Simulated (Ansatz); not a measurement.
Input for Ansatz (development build ahead of 0.2.0):

```yaml
crystal:
  periodic: [false, false, false]
  atoms:
    - { symbol: Nb, position_ang: [0.0, 0.0, 0.0] }
basis:
  gaussian: { orbitals: def2-SVP }
magnetization:
  spin_polarized: true
  initial_magnetization: 5
hamiltonian:
  xc: { name: wB97X }
```

The input is written out in the form of the current development build from the run's settings. The basis set brings a core potential for Nb, so the total leaves out those core electrons.

The run gave:

```json
{
  "Converged": "yes",
  "Total energy": "-56.76316 hartree",
  "Spin squared of the determinant": "8.751"
}
```
